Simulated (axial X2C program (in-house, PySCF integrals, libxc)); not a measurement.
# Correcting the dissociation energy of HI for spin–orbit coupling

A spin-free CCSD(T) curve (one-electron X2C) was computed with an in-house all-electron X2C program for linear molecules (integrals from PySCF), basis I dyall-cv3z [11s12p8d4f1g], H dyall-v3z [6s2p1d] (cores contracted in-house), for the state M_S = 0, Λ = 0 (closed shell). It gives D0 = 3.249 eV to I + H, which in a spin-free picture are the weighted means of the ground terms.

Correlated methods: 8 electrons correlated (number of frozen shells: I 4 s, 3 p, 2 d; H none), 178 virtual spin orbitals or spinors in MP2, 84 natural virtuals in coupled cluster.

Measured levels of the ground terms (NIST Handbook of Basic Atomic Spectroscopic Data), in cm⁻¹: I 2P: J = 3/2 at 0, J = 1/2 at 7603.1; H 2S: J = 1/2 at 0.

The molecular state has Λ = 0, so it has no first-order lowering.

Q: How far does each ground level lie under the (2J+1)-weighted mean of its term?

A: I: (4 × 0 + 2 × 7603.1)/6 = 2534 cm⁻¹; H: a single level, 0.

Q: Correct D0.

A: D0 = 3.249 + (0 − 2534)/8065.5 = 2.935 eV at CCSD(T) with these spin–orbit terms. The direct two-component run gives 2.971 eV; the difference holds second-order terms in the molecule, scalar two-electron terms, the gap between measured and computed atomic splittings (a 2c atom can miss part of its lowering) and, in coupled cluster, the truncation of each run.

Second-order spin–orbit effects in the molecule, which grow quickly with Z, are left out. The state is one determinant whose occupation by symmetry is held fixed; it was picked as the lowest of a PBE0 search that is not exhaustive. De is counted from the lowest determinant-based energies of the atoms at the same level, without counterpoise correction. CCSD and (T) use frozen natural virtuals with an MP2 correction for the truncation; (T) itself is uncorrected, so its De runs slightly low.
